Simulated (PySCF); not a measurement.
C3H3, doublet, at a GFN2-xTB geometry; PySCF with B3LYP/STO-3G.

PySCF was given this input:
```python
from pyscf import gto, scf, dft

mol = gto.M(
    atom='''
C     0.01137253    0.00043044    0.89107543
C     0.06264617   -0.66008582   -0.41729858
C     0.04247067    0.66144996   -0.41767946
H    -0.79304238   -0.01164344    1.60888743
H     0.07098274   -1.56700412   -0.97228411
H     0.02312338    1.56788010   -0.97318762
''',
    basis='sto-3g',
    spin=1,
    verbose=4,
)

mf = dft.UKS(mol)
mf.xc = 'b3lyp'
mf.init_guess = '1e'
mf.kernel()
```

Output, abridged:

```
PySCF version 2.14.0

[INPUT] verbose = 4
[INPUT] num. atoms = 6
[INPUT] num. electrons = 21
[INPUT] charge = 0
[INPUT] spin (= nelec alpha-beta = 2S) = 1
[INPUT] symmetry False subgroup None
[INPUT] Mole.unit = angstrom
[INPUT] Symbol           X                Y                Z      unit          X                Y                Z       unit  Magmom
[INPUT]  1 C      0.011372530000   0.000430440000   0.891075430000 AA    0.021490967043   0.000813413713   1.683888519029 Bohr   0.0
[INPUT]  2 C      0.062646170000  -0.660085820000  -0.417298580000 AA    0.118384104053  -1.247381418509  -0.788580028370 Bohr   0.0
[INPUT]  3 C      0.042470670000   0.661449960000  -0.417679460000 AA    0.080257934627   1.249959269505  -0.789299787256 Bohr   0.0
[INPUT]  4 H     -0.793042380000  -0.011643440000   1.608887430000 AA   -1.498632903373  -0.022002912748   3.040356607955 Bohr   0.0
[INPUT]  5 H      0.070982740000  -1.567004120000  -0.972284110000 AA    0.134137938171  -2.961208622865  -1.837350683166 Bohr   0.0
[INPUT]  6 H      0.023123380000   1.567880100000  -0.973187620000 AA    0.043696855274   2.962863985156  -1.839058069617 Bohr   0.0

nuclear repulsion = 57.9583899899021
number of shells = 12
number of NR pGTOs = 54
number of NR cGTOs = 18
basis = sto-3g
ecp = {}

******** <class 'pyscf.dft.uks.UKS'> ********
method = UKS
initial guess = 1e
damping factor = 0
level_shift factor = 0
DIIS = <class 'pyscf.scf.diis.CDIIS'>
diis_start_cycle = 1
diis_space = 8
diis_damp = 0
SCF conv_tol = 1e-09
SCF conv_tol_grad = None
SCF max_cycles = 50
direct_scf = True
direct_scf_tol = 1e-13
number electrons alpha = 11  beta = 10
XC library pyscf.dft.libxc version 7.1.2
    S. Lehtola, C. Steigemann, M. J. T. Oliveira, and M. A. L. Marques,  SoftwareX 7, 1–5 (2018)
XC functionals = b3lyp
    P. J. Stephens, F. J. Devlin, C. F. Chabalowski, and M. J. Frisch,  J. Phys. Chem. 98, 11623 (1994)
radial grids:
    Treutler-Ahlrichs [JCP 102, 346 (1995); DOI:10.1063/1.469408] (M4) radial grids

becke partition: Becke, JCP 88, 2547 (1988); DOI:10.1063/1.454033
pruning grids: <function nwchem_prune>
grids dens level: 3
symmetrized grids: False
atomic radii adjust function: <function treutler_atomic_radii_adjust>
small_rho_cutoff = 0
Set gradient conv threshold to 3.16228e-05
Initial guess from hcore.

tot grids = 71784
init E= -106.095557319722
cycle= 1 E= -110.734435519602  delta_E= -4.64  |g|= 2.02  |ddm|= 10.3
cycle= 2 E= -107.555334860684  delta_E= 3.18  |g|= 2.02  |ddm|= 7.25
cycle= 3 E= -113.618601123394  delta_E= -6.06  |g|= 1.05  |ddm|= 5.94
cycle= 4 E= -114.318938236096  delta_E= -0.7  |g|= 0.479  |ddm|= 0.987
cycle= 5 E= -114.454385751085  delta_E= -0.135  |g|= 0.237  |ddm|= 0.415
cycle= 6 E= -114.497163376103  delta_E= -0.0428  |g|= 0.0226  |ddm|= 0.316
cycle= 7 E= -114.49765273851  delta_E= -0.000489  |g|= 0.00196  |ddm|= 0.0425
cycle= 8 E= -114.497656826364  delta_E= -4.09e-06  |g|= 0.00111  |ddm|= 0.00469
cycle= 9 E= -114.497657260105  delta_E= -4.34e-07  |g|= 0.000963  |ddm|= 0.00239
cycle= 10 E= -114.49765790001  delta_E= -6.4e-07  |g|= 5.59e-05  |ddm|= 0.00152
cycle= 11 E= -114.497657904932  delta_E= -4.92e-09  |g|= 9.56e-06  |ddm|= 0.000191
cycle= 12 E= -114.497657905066  delta_E= -1.33e-10  |g|= 1.2e-06  |ddm|= 3.25e-05
Extra cycle  E= -114.497657905069  delta_E= -2.84e-12  |g|= 3.66e-07  |ddm|= 3.72e-06
converged SCF energy = -114.497657905069  <S^2> = 0.75161678  2S+1 = 2.0016161
```
